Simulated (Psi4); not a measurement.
C2H2N, doublet (typed; the unrestricted solution is spin-contaminated), geometry from GFN2-xTB; CCSD/6-31G** (Psi4 1.11).

The Psi4 input:
```
memory 2 GB

molecule mol {
0 2
C     0.003336   -0.168612   -1.162041
C    -0.000512    0.025874    0.178321
N    -0.003815    0.192819    1.328877
H     0.932323   -0.249064   -1.696896
H    -0.922563   -0.244247   -1.702920
}

set {
  basis 6-31g**
  reference uhf
  cc_type df
  mp2_type df
  scf_type df
}

energy('ccsd')
print_variables()
```

The log (banner, timings and long lists left out):

```
    For method 'CCSD', SCF Algorithm Type (re)set to DISK_DF.

   => Loading Basis Set <=

    Name: 6-31G**
    Role: ORBITAL
    Keyword: BASIS

         ---------------------------------------------------------
                                   SCF
               by Justin Turney, Rob Parrish, Andy Simmonett
                          and Daniel G. A. Smith
                              UHF Reference
         ---------------------------------------------------------

  ==> Geometry <==

    Molecular point group: c1
    Full point group: C1

    Geometry (in Angstrom), charge = 0, multiplicity = 2:

       Center              X                  Y                   Z               Mass
    ------------   -----------------  -----------------  -----------------  -----------------
         C            0.003578320445    -0.180857056867    -1.246434078055    12.000000000000
         C           -0.000269679555     0.013628943133     0.093927921945    12.000000000000
         N           -0.003572679555     0.180573943133     1.244483921945    14.003074004430
         H            0.932565320445    -0.261309056867    -1.781289078055     1.007825032230
         H           -0.922320679555    -0.256492056867    -1.787313078055     1.007825032230

  Running in c1 symmetry.

  Rotational constants: A =      9.72298  B =      0.35237  C =      0.34005 [cm^-1]
  Rotational constants: A = 291487.60899  B =  10563.87919  C =  10194.42051 [MHz]
  Nuclear repulsion =   53.527760768331113

  Charge       = 0
  Multiplicity = 2
  Electrons    = 21
  Nalpha       = 11
  Nbeta        = 10

  ==> Algorithm <==

  SCF Algorithm Type is DISK_DF.
  DIIS enabled.
  MOM disabled.
  Fractional occupation disabled.
  Guess Type is SAD.
  Energy threshold   = 1.00e-08
  Density threshold  = 1.00e-08
  Integral threshold = 1.00e-12

  ==> Primary Basis <==

  Basis Set: 6-31G**
    Blend: 6-31G**
    Number of shells: 24
    Number of basis functions: 55
    Number of Cartesian functions: 55
    Spherical Harmonics?: false
    Max angular momentum: 2

   => Loading Basis Set <=

    Name: (6-31G** AUX)
    Role: JKFIT
    Keyword: DF_BASIS_SCF

  ==> Integral Setup <==

  ==> DiskDFJK: Density-Fitted J/K Matrices <==

    J tasked:                  Yes
    K tasked:                  Yes
    wK tasked:                  No
    Integrals threads:           1
    Algorithm:                Core
    Integral Cache:           SAVE
    Schwarz Cutoff:          1E-12
    Fitting Condition:       1E-10

   => Auxiliary Basis Set <=

  Basis Set: (6-31G** AUX)
    Blend: CC-PVDZ-JKFIT
    Number of shells: 90
    Number of basis functions: 293
    Number of Cartesian functions: 293
    Spherical Harmonics?: false
    Max angular momentum: 3

  Minimum eigenvalue in the overlap matrix is 1.3957157396E-03.
  Reciprocal condition number of the overlap matrix is 2.2454412866E-04.
    Using symmetric orthogonalization.

  ==> Pre-Iterations <==

  SCF Guess: Superposition of Atomic Densities via on-the-fly atomic UHF (no occupation information).

   -------------------------
    Irrep   Nso     Nmo
   -------------------------
     A         55      55
   -------------------------
    Total      55      55
   -------------------------

  ==> Iterations <==

                           Total Energy        Delta E     RMS |[F,P]|

   @DF-UHF iter SAD:  -130.29972590115253   -1.30300e+02   0.00000e+00
   @DF-UHF iter   1:  -131.21927548272575   -9.19550e-01   6.43263e-03 ADIIS/DIIS
   @DF-UHF iter   2:  -131.26183719347503   -4.25617e-02   5.42128e-03 ADIIS/DIIS
   @DF-UHF iter   3:  -131.30107358487754   -3.92364e-02   1.00360e-03 ADIIS/DIIS
   @DF-UHF iter   4:  -131.30524669890147   -4.17311e-03   5.16756e-04 ADIIS/DIIS
   @DF-UHF iter   5:  -131.30685444092796   -1.60774e-03   3.17653e-04 ADIIS/DIIS
   @DF-UHF iter   6:  -131.30787597062323   -1.02153e-03   2.09756e-04 ADIIS/DIIS
   @DF-UHF iter   7:  -131.30848271242982   -6.06742e-04   1.54535e-04 ADIIS/DIIS
[...]
  @DF-UHF Final Energy:  -131.30931369105269
    Total Energy =                       -131.3093136910526937
  DIE_IF_NOT_CONVERGED          => (empty)
[...]

	Computing DF-MP2 energy ...
	=======================================================================
	Nuclear Repulsion Energy (a.u.)    :    53.52776076833111
	DF-HF Energy (a.u.)                :  -131.30931369105269
	REF Energy (a.u.)                  :  -131.30931369105269
	Alpha-Alpha Contribution (a.u.)    :    -0.05466053049263
	Alpha-Beta Contribution (a.u.)     :    -0.28925063639675
	Beta-Beta Contribution (a.u.)      :    -0.04485436865233
	Scaled_SS Correlation Energy (a.u.):    -0.03317163304832
	Scaled_OS Correlation Energy (a.u.):    -0.34710076367610
	DF-SCS-MP2 Total Energy (a.u.)     :  -131.68958608777712
	DF-SOS-MP2 Total Energy (a.u.)     :  -131.68533951836847
	DF-SCS(N)-MP2 Total Energy (a.u.)  :  -131.48445991354782
	DF-MP2 Correlation Energy (a.u.)   :    -0.38876553554171
	DF-MP2 Total Energy (a.u.)         :  -131.69807922659442
	=======================================================================

 ==============================================================================
 ================ Performing DF-CCSD iterations... ============================
 ==============================================================================

  Iter       E_corr                  DE                 T2 RMS        T1 RMS
  ----   ----------------      ----------------       ----------    ----------
   1      -0.3998215667         -0.0110560312         1.01e-04      2.74e-03
   2      -0.4159544244         -0.0161328577         7.06e-05      7.22e-04
   3      -0.4227836030         -0.0068291785         5.74e-05      4.45e-04
   4      -0.4233000425         -0.0005164396         2.01e-05      2.86e-04
   5      -0.4235764855         -0.0002764430         1.80e-05      4.07e-04
   6      -0.4236089715         -0.0000324860         3.83e-06      2.32e-04
   7      -0.4236863840         -0.0000774125         5.74e-06      1.99e-04
   8      -0.4237158681         -0.0000294841         2.03e-06      1.16e-04
   9      -0.4237733252         -0.0000574572         3.09e-06      1.05e-04
  10      -0.4237310286          0.0000422966         1.38e-06      7.21e-05
  11      -0.4237051847          0.0000258440         1.13e-06      4.83e-05
  12      -0.4236789638          0.0000262209         3.78e-07      2.51e-05
  13      -0.4236714400          0.0000075238         1.67e-07      1.29e-05
  14      -0.4236698941          0.0000015459         1.01e-07      6.84e-06
  15      -0.4236734663         -0.0000035722         1.36e-07      4.33e-06
  16      -0.4236755634         -0.0000020971         9.28e-08      2.74e-06
  17      -0.4236763799         -0.0000008165         5.29e-08      1.46e-06
  18      -0.4236761106          0.0000002693         2.20e-08      6.51e-07
  19      -0.4236764836         -0.0000003730         2.11e-08      2.50e-07

 ==============================================================================
 ===================== DF-CCSD ITERATIONS ARE CONVERGED =======================
 ==============================================================================

	T1 diagnostic reference value:     0.02000000000000
	T1 diagnostic                :     0.02976437207697

	=======================================================================
	================ CCSD FINAL RESULTS ===================================
	=======================================================================
	Nuclear Repulsion Energy (a.u.)    :    53.52776076833111
	SCF Energy (a.u.)                  :  -131.30931369105269
	REF Energy (a.u.)                  :  -131.30931369105269
	DF-CCSD Correlation Energy (a.u.)  :    -0.42367648357798
	DF-CCSD Total Energy (a.u.)        :  -131.73299017463069
	=======================================================================

  Variable Map:
  ----------------------------------------------------------------------------
[...]
  Array Variable Map:
  ----------------------------------------------------------------------------
[...]
[...]
```
